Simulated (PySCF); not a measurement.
Sb(Cl)(SiH3)2 (ClH6SbSi2), SMILES [Cl][Sb]([SiH3])[SiH3]. Atoms are numbered in the order given.

```xyz
10

Sb     0.7366    -0.1200     0.0000
Cl    -0.8876    -1.9348     0.0000
Si    -0.6179     1.1071     1.8576
H     -0.4927     0.3219     3.1175
H     -0.0481     2.4721     2.0688
H     -2.0492     1.2143     1.4626
Si    -0.6179     1.1071    -1.8576
H     -0.4927     0.3219    -3.1175
H     -2.0492     1.2143    -1.4626
H     -0.0481     2.4721    -2.0688
```

The structure is a stationary point at B3LYP-D3(BJ)/def2-SVP. The def2 effective core potentials stand for the cores of Sb; spin–orbit coupling is left out.

All values below come from C-PCM-M06-2X/def2-SVP run with PySCF.

The values are the electrostatic part of the solvation free energy, E(continuum) − E(gas) at the gas-phase geometry, in a cavity of scaled van der Waals radii (PySCF's table); cavitation and dispersion terms are not included. A continuum can't describe solvent molecules that bind to the metal. In vacuum the orbital gap is 7.09 eV. The dipole moment in vacuum is 2.68 D.

```
solvent                ε  ΔG(elec) (kcal/mol)  dipole (D)  gap (eV)
-----------------  -----  -------------------  ----------  --------
water              78.36                 -3.3        3.94      7.18
dimethylsulfoxide  46.83                 -3.3        3.92      7.17
cyclohexanone      15.62                 -3.1        3.84      7.17
```
